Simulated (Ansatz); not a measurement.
BF$_{2}$H$_{4}$NOSi (`NB(O)[SiH](F)F`) from Hartree–Fock to CCSD(T)

| atom | x (Å) | y (Å) | z (Å) |
| --- | --- | --- | --- |
| N1 | 1.314 | 0.684 | 0.494 |
| B2 | 0.404 | 0.063 | -0.374 |
| O3 | 0.664 | -0.196 | -1.690 |
| Si4 | -1.406 | -0.487 | 0.349 |
| F5 | -1.638 | -2.058 | 0.193 |
| F6 | -2.589 | 0.228 | -0.448 |
| H7 | 1.101 | 0.866 | 1.459 |
| H8 | 2.237 | 0.993 | 0.229 |
| H9 | 1.532 | 0.078 | -2.000 |
| H10 | -1.620 | -0.172 | 1.788 |

Total charge 0; spin multiplicity 1. The structure was optimised at the PBE0-D4/def2-TZVP level. It is one conformer, not always the lowest. Frozen core, restricted reference, Ansatz 0.2.0. CBS rows extrapolate triple and quadruple zeta; past MP2 they add the triple-zeta difference.

```tsv
basis	HF (Eh)	MP2 corr.	CCSD corr.	(T)	CCSD(T) total
def2-SVP	-643.98242	-0.89598	-0.93057	-0.01946	-644.93245
def2-TZVPP	-644.54341	-1.16043	-1.18455	-0.03951	-645.76747
def2-QZVPP	-644.57012	-1.26060	–	–	–
CBS(def2)	-644.57380	-1.33480	-1.35892	as TZ	-645.97223
```
